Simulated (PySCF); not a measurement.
C2H6S, charge +1, doublet, geometry from GFN2-xTB (a state made from the parent by changing its charge; the spin is typed, not shown lowest); B3LYP/6-311G** run with PySCF.

Here is a job for PySCF.
```python
from pyscf import gto, scf, dft

mol = gto.M(
    atom='''
C     1.28089259    0.21169350    0.68335560
S     0.01499802    0.28322653   -0.56655118
C    -1.30390679   -0.64629964    0.18600725
H     1.54226619   -0.82365746    0.90480822
H     2.15771555    0.74065689    0.31689816
H     0.93231569    0.67887698    1.60539170
H    -0.98486767   -1.67128238    0.37976291
H    -2.15303809   -0.65232660   -0.49358934
H    -1.59627479   -0.19625504    1.13537012
''',
    basis='6-311g**',
    charge=1,
    spin=1,
    verbose=4,
)

mf = dft.UKS(mol)
mf.xc = 'b3lyp'
mf.kernel()
```

What the program printed (banner, timings and long lists left out):

```
PySCF version 2.14.0

[INPUT] verbose = 4
[INPUT] num. atoms = 9
[INPUT] num. electrons = 33
[INPUT] charge = 1
[INPUT] spin (= nelec alpha-beta = 2S) = 1
[INPUT] symmetry False subgroup None
[INPUT] Mole.unit = angstrom
[INPUT] Symbol           X                Y                Z      unit          X                Y                Z       unit  Magmom
[INPUT]  1 C      1.280892590000   0.211693500000   0.683355600000 AA    2.420536190085   0.400042737351   1.291354929688 Bohr   0.0
[INPUT]  2 S      0.014998020000   0.283226530000  -0.566551180000 AA    0.028342150211   0.535220572911  -1.070626565749 Bohr   0.0
[INPUT]  3 C     -1.303906790000  -0.646299640000   0.186007250000 AA   -2.464026725061  -1.221329314005   0.351502759684 Bohr   0.0
[INPUT]  4 H      1.542266190000  -0.823657460000   0.904808220000 AA    2.914460710276  -1.556487019855   1.709839731055 Bohr   0.0
[INPUT]  5 H      2.157715550000   0.740656890000   0.316898160000 AA    4.077491444215   1.399638674372   0.598850731779 Bohr   0.0
[INPUT]  6 H      0.932315690000   0.678876980000   1.605391700000 AA    1.761821315735   1.282891564472   3.033750635650 Bohr   0.0
[INPUT]  7 H     -0.984867670000  -1.671282380000   0.379762910000 AA   -1.861130165239  -3.158265975011   0.717647892168 Bohr   0.0
[INPUT]  8 H     -2.153038090000  -0.652326600000  -0.493589340000 AA   -4.068652325857  -1.232718617769  -0.932748670605 Bohr   0.0
[INPUT]  9 H     -1.596274790000  -0.196255040000   1.135370120000 AA   -3.016522172648  -0.370868276166   2.145538576815 Bohr   0.0

nuclear repulsion = 111.919623715227
number of shells = 52
number of NR pGTOs = 155
number of NR cGTOs = 98
basis = 6-311g**
ecp = {}

******** <class 'pyscf.dft.uks.UKS'> ********
method = UKS
initial guess = minao
damping factor = 0
level_shift factor = 0
DIIS = <class 'pyscf.scf.diis.CDIIS'>
diis_start_cycle = 1
diis_space = 8
diis_damp = 0
SCF conv_tol = 1e-09
SCF conv_tol_grad = None
SCF max_cycles = 50
direct_scf = True
direct_scf_tol = 1e-13
number electrons alpha = 17  beta = 16
XC library pyscf.dft.libxc version 7.1.2
    S. Lehtola, C. Steigemann, M. J. T. Oliveira, and M. A. L. Marques,  SoftwareX 7, 1–5 (2018)
XC functionals = b3lyp
    P. J. Stephens, F. J. Devlin, C. F. Chabalowski, and M. J. Frisch,  J. Phys. Chem. 98, 11623 (1994)
radial grids:
    Treutler-Ahlrichs [JCP 102, 346 (1995); DOI:10.1063/1.469408] (M4) radial grids

becke partition: Becke, JCP 88, 2547 (1988); DOI:10.1063/1.454033
pruning grids: <function nwchem_prune>
grids dens level: 3
symmetrized grids: False
atomic radii adjust function: <function treutler_atomic_radii_adjust>
small_rho_cutoff = 0
Set gradient conv threshold to 3.16228e-05
tot grids = 105968
init E= -478.113677808368

cycle= 1 E= -477.714883417701  delta_E= 0.399  |g|= 0.267  |ddm|= 1.54
cycle= 2 E= -477.70095087629  delta_E= 0.0139  |g|= 0.31  |ddm|= 0.452
cycle= 3 E= -477.746364907098  delta_E= -0.0454  |g|= 0.0383  |ddm|= 0.259
cycle= 4 E= -477.747130891189  delta_E= -0.000766  |g|= 0.0139  |ddm|= 0.0434
cycle= 5 E= -477.747237095287  delta_E= -0.000106  |g|= 0.0026  |ddm|= 0.0123
cycle= 6 E= -477.747242304222  delta_E= -5.21e-06  |g|= 0.00104  |ddm|= 0.00352
cycle= 7 E= -477.747243133277  delta_E= -8.29e-07  |g|= 0.000175  |ddm|= 0.0014
cycle= 8 E= -477.747243169282  delta_E= -3.6e-08  |g|= 4.79e-05  |ddm|= 0.000312
cycle= 9 E= -477.747243172013  delta_E= -2.73e-09  |g|= 1.1e-05  |ddm|= 8.93e-05
cycle= 10 E= -477.747243172216  delta_E= -2.03e-10  |g|= 2.32e-06  |ddm|= 2.86e-05
Extra cycle  E= -477.747243172228  delta_E= -1.15e-11  |g|= 1.19e-06  |ddm|= 4.28e-06
converged SCF energy = -477.747243172228  <S^2> = 0.75341187  2S+1 = 2.003409
```
